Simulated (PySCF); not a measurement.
C₂H₆BNO.
Cartesian coordinates in Å at the PBE0-D3(BJ)/def2-SVP level; atoms count from 1:
```
atom  x, y, z in Å
C1     1.9321   -0.0856   -0.0774
C2     0.6771   -0.5495   -0.0460
B3    -0.5672    0.3797    0.1731
N4    -1.8668   -0.1746    0.1839
O5    -0.3369    1.7214    0.3483
H6     2.1366    0.9827    0.0518
H7     2.7991   -0.7375   -0.2310
H8     0.5279   -1.6295   -0.1820
H9    -2.7192    0.3519    0.3177
H10   -2.0243   -1.1638    0.0547
H11   -1.1352    2.2404    0.4728
```

Method: EOM-IP-CCSD/aug-cc-pVDZ in PySCF, restricted Hartree–Fock reference, 5 core orbitals frozen, non-relativistic, gas phase, PBE0-D3(BJ)/def2-SVP geometry.

The vertical ionisation energies are 9.77, 10.41, 11.45, 12.80, 13.08, 13.75, 15.05, 16.77 eV.

Q: Which Hartree–Fock orbital leads each hole, and what is its Koopmans value −ε?

A: 
| leading hole (HF orbital) | Koopmans (eV) | EOM-IP-CCSD (eV) | change (eV) | one-hole share |
| --- | --- | --- | --- | --- |
| HOMO | 9.82 | 9.77 | -0.05 | 0.96 |
| HOMO-1 | 11.54 | 10.41 | -1.13 | 0.95 |
| HOMO-2 | 12.59 | 11.45 | -1.14 | 0.95 |
| HOMO-3 | 14.43 | 12.80 | -1.63 | 0.95 |
| HOMO-4 | 14.68 | 13.08 | -1.60 | 0.94 |
| HOMO-5 | 15.28 | 13.75 | -1.53 | 0.95 |
| HOMO-6 | 16.54 | 15.05 | -1.49 | 0.93 |
| HOMO-7 | 18.33 | 16.77 | -1.56 | 0.94 |

Q: Does the order of the lines follow the orbital energies?

A: Yes, no two lines change places. The corrections run from -1.63 to -0.05 eV, with a mean of -1.27 eV over the 8 lines; no line lies above its Koopmans value. Koopmans values leave out both the relaxation of the orbitals and the change in correlation energy.

Q: At what kinetic energies would He I light (21.22 eV) eject these electrons?

A: 11.45 eV (HOMO), 10.81 eV (HOMO-1), 9.77 eV (HOMO-2), 8.42 eV (HOMO-3), 8.14 eV (HOMO-4), 7.47 eV (HOMO-5), 6.17 eV (HOMO-6), 4.45 eV (HOMO-7).

One root was sought for each valence orbital with −ε under 21 eV, eight at most, so deeper holes and satellites are missing; no vibrational structure.

One conformer stands for the species.
